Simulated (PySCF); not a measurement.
Computed properties of BI₂, SMILES I[B+]I, charge +1

BI2, SMILES I[B+]I, charge +1. Coordinates come from a B3LYP-D3(BJ)/def2-TZVP optimisation. The def2 effective core potentials stand for the cores of I; spin–orbit coupling is left out. Other conformers were not sampled. All values are computed for the isolated molecule unless a solvent is named; none is compared with measurement here.

**Structure.** The optimised structure has D∞h symmetry. All 4 harmonic modes at B3LYP-D3(BJ)/def2-TZVP (PySCF) are real, so it is a minimum. With heavy atoms numbered as in [B+:1]([I:2])[I:3], the shortest bond between them is B1–I2 at 1.974 Å and the longest B1–I3 at 1.974 Å.

**Vibrations.** The strongest infrared lines (harmonic, unscaled, degenerate partners summed) lie at 1088 cm⁻¹ (479 km/mol, B 96 %), 230 cm⁻¹ (1 km/mol, B 96 %). The softest mode is at 228 cm⁻¹ and the zero-point energy is 2.5 kcal/mol.

**Electronic structure.** B3LYP/def2-TZVPD (PySCF) places the frontier levels at -13.47 and -8.00 eV, a gap of 5.47 eV and a mean polarisability of 75.2 bohr³. PBE/def2-TZVPD (PySCF) at the same geometry gives -12.65 and -8.61 eV, so its gap is 1.43 eV narrower. An orbital gap is neither the optical nor the fundamental gap.

**Excitations.** TDA-CAM-B3LYP/def2-SVPD (PySCF) has S1 at 4.33 eV (286 nm, f = 0.000, dark); the most intense of the 10 singlets computed lies at 6.36 eV (f = 1.05). Strengths of degenerate partners are summed. T1 (TDA) is at 3.95 eV, 0.38 eV under S1. TDA-PBE/def2-SVPD (PySCF) puts S1 at 4.02 eV. No vertical singlet excitation falls in the visible range (under 3.1 eV).
